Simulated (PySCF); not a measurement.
## SMILES FB(F)F, BF3

Geometry (Å), atoms numbered from 1 in this order:
```xyz
4

F    -1.037   -0.699    0.735
B     0.005   -0.024    0.314
F     1.209   -0.385    0.680
F    -0.157    1.014   -0.469
```

Computed with PySCF 2.14.0, GIAO B3LYP/aug-pcSseg-1 magnetisability, rotational g tensor and spin-rotation constants, non-relativistic, gas phase. Geometry: PBE0-D3(BJ)/def2-SVP.

**Question.** Give the nuclear spin-rotation constants along the inertial axes (H = +C I·J) beside the isotropic shieldings.

**Answer.** Rotational constants 10.3478, 10.3147, 5.1656 GHz.
```
atom  isotope  Caa (kHz)  Cbb (kHz)  Ccc (kHz)  mean (kHz)  σ (ppm)
  F1      19F     12.211     12.172      2.818       9.067    302.0
  B2      11B      2.329      2.322      1.141       1.931     85.5
  F3      19F     12.235     12.196      2.819       9.084    301.7
  F4      19F     12.214     12.175      2.817       9.069    302.0
```
Where two moments of inertia are equal or nearly so, the constants along those axes are given as their average.
For the geometry as given, no vibrational averaging.
